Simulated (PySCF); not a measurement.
## 17O chemical shifts

PySCF 2.14 calculation with PBE0/pcSseg-1 with gauge-including orbitals and GFN2-xTB geometry; gas phase, averaged over atoms made equivalent by symmetry, fast rotation or ring inversion, one computed conformer, relativity neglected.

Shieldings were converted by a linear fit to measured shifts: 17O (scatter 10.7 ppm rms, 12.2 ppm with the 3 outliers that the fit left out vs liquid water, solution or neat liquid). A few per cent of atoms miss by over 2 rms, more outside the fitted compound classes.

**Question.** Give the 17O shifts of `C#C[P@@](=O)(O)C(C)C`, `C#C[P@@](=O)(O)C(C)C`, `C#CC[P@](=O)(O)CC`, `CC(C)(C)[P@](C)(=O)P`, `O=C1OC[C@@H](C(F)(F)F)OC1=O`, `CC[C@@H]1[SiH2]O[SiH2]C1=O`, `CC(=O)c1nnc(C(F)(F)F)o1`.

**Answer.** 
```tsv
compound	environment	δ (ppm)
[CH:1]#[C:2][P@@:3](=[O:4])([OH:5])[CH:6]([CH3:7])[CH3:8]	O4: P=O oxygen	103.5
[CH:1]#[C:2][P@@:3](=[O:4])([OH:5])[CH:6]([CH3:7])[CH3:8]	O5: oxygen bonded to P, H	57.9
[CH:1]#[C:2][P@@:3](=[O:4])([OH:5])[CH:6]([CH3:7])[CH3:8]	O4: P=O oxygen	103.5
[CH:1]#[C:2][P@@:3](=[O:4])([OH:5])[CH:6]([CH3:7])[CH3:8]	O5: oxygen bonded to P, H	57.9
[CH:1]#[C:2][CH2:3][P@:4](=[O:5])([OH:6])[CH2:7][CH3:8]	O5: P=O oxygen	106.6
[CH:1]#[C:2][CH2:3][P@:4](=[O:5])([OH:6])[CH2:7][CH3:8]	O6: oxygen bonded to P, H	57.8
CC(C)(C)[P@](C)(=O)P	P=O oxygen	90.7
[O:1]=[C:2]1[O:3][CH2:4][C@@H:5]([C:6]([F:7])([F:8])[F:9])[O:10][C:11]1=[O:12]	O12: ester carbonyl oxygen	406.7
[O:1]=[C:2]1[O:3][CH2:4][C@@H:5]([C:6]([F:7])([F:8])[F:9])[O:10][C:11]1=[O:12]	O1: ester carbonyl oxygen	405.1
[O:1]=[C:2]1[O:3][CH2:4][C@@H:5]([C:6]([F:7])([F:8])[F:9])[O:10][C:11]1=[O:12]	O10: ester alkoxy oxygen	162.3
[O:1]=[C:2]1[O:3][CH2:4][C@@H:5]([C:6]([F:7])([F:8])[F:9])[O:10][C:11]1=[O:12]	O3: ester alkoxy oxygen	147.5
[CH3:1][CH2:2][C@@H:3]1[SiH2:4][O:5][SiH2:6][C:7]1=[O:8]	O8: carbonyl oxygen	726.4
[CH3:1][CH2:2][C@@H:3]1[SiH2:4][O:5][SiH2:6][C:7]1=[O:8]	O5: oxygen bonded to 2 Si, in a 5-membered ring	-17.0
[CH3:1][C:2](=[O:3])[c:4]1[n:5][n:6][c:7]([C:8]([F:9])([F:10])[F:11])[o:12]1	O3: ketone oxygen	587.9
[CH3:1][C:2](=[O:3])[c:4]1[n:5][n:6][c:7]([C:8]([F:9])([F:10])[F:11])[o:12]1	O12: aromatic ring oxygen	260.0
```
